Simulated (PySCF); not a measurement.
A calculated (PBEsol, PySCF 2.14, def2-QZVPPD, no relativity, point nucleus) atom or ion has these occupied shells.

```csv
shell,electrons,orbital energy (eV),"rms radius, mean of both spins (bohr)"
1s α,1,-11555.8,0.0537
1s β,1,-11555.6,0.0537
2s α,1,-1469.8,0.224
2s β,1,-1469.7,0.224
2p α,3,-1317.5,0.198
2p β,3,-1317.3,0.198
3s α,1,-206.28,0.654
3s β,1,-206.01,0.654
3p α,3,-154.81,0.673
3p β,3,-154.49,0.673
3d α,5,-64.451,0.752
3d β,5,-63.941,0.752
4s α,1,-34.908,1.93
4p α,2,-24.482,2.25
```

(1) Name the element and its charge.

## Answers

(1) As²⁺ (arsenic, charge +2), in [Ar] 3d10 4s1 4p2, high-spin 4P determinant (an excited configuration).
